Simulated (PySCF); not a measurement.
## Germanium: a sound run and one with changed settings

Sound run: Ge⁺ [Ar] 3d10 4s2 4p1, Ge²⁺ [Ar] 3d10 4s2. Computed with PySCF 2.14 in x2c-TZVPall, with the spin-free X2C one-electron Hamiltonian (Gaussian nucleus). The sound run starts from symmetry-adapted Hartree-Fock orbitals and uses a fine grid where one is needed.

Changed run: radial step 0.5 in ln r (0.13 in the sound run). This setting is unsound on purpose.

```
species  method  sound run (hartree)  changed run (hartree)  converged
    Ge⁺     UHF          -2096.77574            -2096.77574        yes
    Ge⁺     LDA          -2095.12838            -2095.19544        yes
    Ge⁺  M06-2X          -2098.49614            -2098.60237        yes
   Ge²⁺     UHF          -2096.21719            -2096.21719        yes
   Ge²⁺     LDA          -2094.54589            -2094.61438        yes
   Ge²⁺  M06-2X          -2097.92266            -2098.02526        yes
```

Ionisation energy of Ge⁺:

```json
{"method": "UHF", "sound run (eV)": "15.199", "changed run (eV)": "15.199"}
{"method": "LDA", "sound run (eV)": "15.850", "changed run (eV)": "15.811"}
{"method": "M06-2X", "sound run (eV)": "15.605", "changed run (eV)": "15.704"}
```

A coarse radial grid mis-integrates the density and the exchange-correlation energy, with errors of either sign; Hartree-Fock needs no grid.

For comparison, NIST gives 15.935 eV between the lowest levels.
